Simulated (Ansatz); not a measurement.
```xyz
5

Si    0.0006   -0.0015    0.0500
H     0.8608    0.8541    0.9113
H     0.8741   -0.8772   -0.9079
H    -0.8923    0.8317   -0.8877
H    -0.8579   -0.8946    0.8995
```

Basis set: STO-3G (spherical functions). Frozen core: 5 orbitals. Charge 0, multiplicity 1.

Computed with Ansatz (development build ahead of 0.2.0); each method stands on the lowest determinant of its kind that the runs found. Restricted open shells among the atoms or ions are ROHF, correlated in semicanonical orbitals with singles.

The atomization energy at this shape (free ground-state atoms in the same class of orbitals less the molecule, no zero-point energy) of singlet SiH4:

| method | atomization energy |
| --- | --- |
| RHF-MP2 | 16.44 eV |

Problem. What does RHF give?

Solution. 15.30 eV. Caution: the shape is not the minimum.

This basis has no polarisation functions and is too small for such energies, which can lie far from measured ones in either direction.
